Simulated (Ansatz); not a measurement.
C3H5FGe (`FC#C[CH2][GeH3]`), charge 0, multiplicity 1.

Give a relaxed structure at PBE0-D4/def2-TZVP (the Gaussian-basis code of Ansatz). (Best estimate.)

Ansatz gave: 
```xyz
10

F     3.023   -1.162   -1.584
C     2.032   -0.498   -1.127
C     1.112    0.139   -0.707
C    -0.025    0.858   -0.174
Ge   -1.229   -0.348    0.825
H    -0.601    1.327   -0.976
H     0.299    1.653    0.502
H    -1.740   -1.446   -0.119
H    -2.418    0.461    1.371
H    -0.455   -0.982    1.990
```
Point group Cs.
This is one stationary point; other conformers may exist.
